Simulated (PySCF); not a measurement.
Compound: 4,4,4-trifluorobutan-2-one, C4H5F3O.
SMILES with atom numbers: `[CH3:1][C:2](=[O:3])[CH2:4][C:5]([F:6])([F:7])[F:8]` (hydrogens: H9, H10, H11 on C1; H12, H13 on C4)

Geometry (PBE0-D3(BJ)/def2-TZVP, Å), atoms numbered from 1 in this order:
```xyz
13
C4H5F3O angstrom
C      1.4694    0.4211    0.7416
C      0.9550   -0.4790   -0.3416
O      1.6091   -1.3821   -0.7931
C     -0.4312   -0.2098   -0.9175
C     -1.5394   -0.0291    0.0867
F     -1.5841   -1.0421    0.9624
F     -2.7284    0.0239   -0.5244
F     -1.4135    1.1019    0.7977
H      0.9191    0.2312    1.6675
H      1.3079    1.4718    0.4920
H      2.5265    0.2219    0.9035
H     -0.6909   -1.0473   -1.5640
H     -0.3946    0.6995   -1.5247
```

Computed with PySCF at wB97X-D/pcSseg-2, non-relativistic, on one gas-phase PBE0-D3(BJ)/def2-TZVP geometry that isn't relaxed in the solvent. The solvent is an IEF-PCM continuum (Bondi radii, 1.10 Å for H, scaled by 1.2). The model holds no explicit solvent molecules, cavitation or dispersion.

Gas phase at wB97X-D/pcSseg-2: HOMO -9.76 eV, LUMO 0.88 eV, dipole 2.04 D.

**Question.** What does the continuum do to the energy, the frontier levels and the dipole at wB97X-D/pcSseg-2 in chloroform?

**Answer.** 
```csv
solvent,ε,E(solvent) − E(gas) (kJ/mol),polarisation term (kJ/mol),distortion of the solute (kJ/mol),HOMO (eV),LUMO (eV),dipole (D)
chloroform,4.711,-19.05,-21.39,2.34,-9.71,1.02,2.50
```

The first energy column is the sum of the next two and covers electrostatics alone.

**Question.** Which radius a makes the point-dipole formula ΔE = −[(ε − 1)/(2ε + 1)]·μ²/a³ give the value in chloroform, with the gas-phase dipole?

**Answer.** μ = 0.801 au and |ΔE| = 0.00726 Eh give a = 1.67 Å; the farthest nucleus lies 2.78 Å from the centroid of the nuclei, so such a sphere wouldn't even hold the nuclei. The formula assumes a rigid point dipole at the centre of a sphere.

**Question.** Give the dipole vector in the frame of the coordinates (D, pointing from negative to positive charge), gas and chloroform.

**Answer.** Gas (0.22, 2.02, -0.15), solvent (0.12, 2.49, -0.16). Its length changes by +23 % and its direction by 3°.

Note: wB97X-D ran without an empirical dispersion term, which enters the total energy and its gradient alone.
